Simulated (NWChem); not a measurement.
Molecule: ZrOF₂; SMILES [F][Zr]([F])=[O]

```xyz
4

Zr     0.0307    -0.1590     0.0000
O      1.7115     0.2799     0.0000
F     -0.8290     0.2290     1.6867
F     -0.8290     0.2290    -1.6867
```
Atoms are numbered in this order, from 1.

Program: NWChem. Geometry: optimised at PBE0/def2-SVP. def2 effective core potentials on Zr; no spin-orbit coupling.

Q: Order these by “highest occupied level (eV)”, lowest first: CAM-B3LYP/def2-SVP; N12/def2-SVP; LC-wPBE (HJS exchange hole, range parameter 0.4 per bohr)/def2-SVP; B3LYP/def2-SVP.

A: LC-wPBE (HJS exchange hole, range parameter 0.4 per bohr)/def2-SVP (-11.53), CAM-B3LYP/def2-SVP (-10.18), B3LYP/def2-SVP (-8.46), N12/def2-SVP (-7.10)
